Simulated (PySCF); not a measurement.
ClI, charge +1, doublet, geometry from GFN2-xTB (a state made from the parent by changing its charge; the spin is typed, not shown lowest) (core potentials on I); HF/def2-SVP (PySCF).

Here is a job for PySCF.
```python
from pyscf import gto, scf

mol = gto.M(
    atom='''
Cl   -0.00000000   -0.00000000   -1.69095804
I     0.00000000    0.00000000    0.54238277
''',
    basis='def2-svp',
    ecp={'I': 'def2-svp'},
    charge=1,
    spin=1,
    verbose=4,
)

mf = scf.UHF(mol)
mf.kernel()
```

Output, abridged:

```
PySCF version 2.14.0

[INPUT] verbose = 4
[INPUT] num. atoms = 2
[INPUT] num. electrons = 41
[INPUT] charge = 1
[INPUT] spin (= nelec alpha-beta = 2S) = 1
[INPUT] symmetry False subgroup None
[INPUT] Mole.unit = angstrom
[INPUT] Symbol           X                Y                Z      unit          X                Y                Z       unit  Magmom
[INPUT]  1 Cl     0.000000000000   0.000000000000  -1.690958040000 AA    0.000000000000   0.000000000000  -3.195447583731 Bohr   0.0
[INPUT]  2 I      0.000000000000   0.000000000000   0.542382770000 AA    0.000000000000   0.000000000000   1.024954889983 Bohr   0.0

nuclear repulsion = 100.701296297451
number of shells = 18
number of NR pGTOs = 97
number of NR cGTOs = 44
basis = def2-svp
ecp = {'I': 'def2-svp'}

******** <class 'pyscf.scf.uhf.UHF'> ********
method = UHF
initial guess = minao
damping factor = 0
level_shift factor = 0
DIIS = <class 'pyscf.scf.diis.CDIIS'>
diis_start_cycle = 1
diis_space = 8
diis_damp = 0
SCF conv_tol = 1e-09
SCF conv_tol_grad = None
SCF max_cycles = 50
direct_scf = True
direct_scf_tol = 1e-13
number electrons alpha = 21  beta = 20
Set gradient conv threshold to 3.16228e-05
init E= -724.207826715312

cycle= 1 E= -754.351857039249  delta_E= -30.1  |g|= 1.64  |ddm|=  5.3
cycle= 2 E= -754.981474625263  delta_E= -0.63  |g|= 1.11  |ddm|=  3.4
cycle= 3 E= -755.614803687401  delta_E= -0.633  |g|= 0.112  |ddm|= 1.42
cycle= 4 E= -755.62670192217  delta_E= -0.0119  |g|= 0.0523  |ddm|= 0.193
cycle= 5 E= -755.629618771532  delta_E= -0.00292  |g|= 0.0217  |ddm|= 0.0821
cycle= 6 E= -755.631339370671  delta_E= -0.00172  |g|= 0.0157  |ddm|= 0.0695
cycle= 7 E= -755.632767072789  delta_E= -0.00143  |g|= 0.00997  |ddm|= 0.0771
cycle= 8 E= -755.633530139573  delta_E= -0.000763  |g|= 0.00402  |ddm|= 0.102
cycle= 9 E= -755.633528764832  delta_E= 1.37e-06  |g|= 0.00258  |ddm|= 0.017
cycle= 10 E= -755.633549168058  delta_E= -2.04e-05  |g|= 0.000882  |ddm|= 0.0158
cycle= 11 E= -755.633552440278  delta_E= -3.27e-06  |g|= 0.000527  |ddm|= 0.00401
cycle= 12 E= -755.63355452796  delta_E= -2.09e-06  |g|= 0.00026  |ddm|= 0.00574
cycle= 13 E= -755.633554760822  delta_E= -2.33e-07  |g|= 6.7e-05  |ddm|= 0.00195
cycle= 14 E= -755.633554771236  delta_E= -1.04e-08  |g|= 1.43e-05  |ddm|= 0.000352
cycle= 15 E= -755.633554771615  delta_E= -3.78e-10  |g|= 2.35e-06  |ddm|= 4.96e-05
Extra cycle  E= -755.633554771621  delta_E= -6.25e-12  |g|= 1.13e-06  |ddm|= 3.68e-06
converged SCF energy = -755.633554771621  <S^2> = 0.7596641  2S+1 = 2.0096409
```
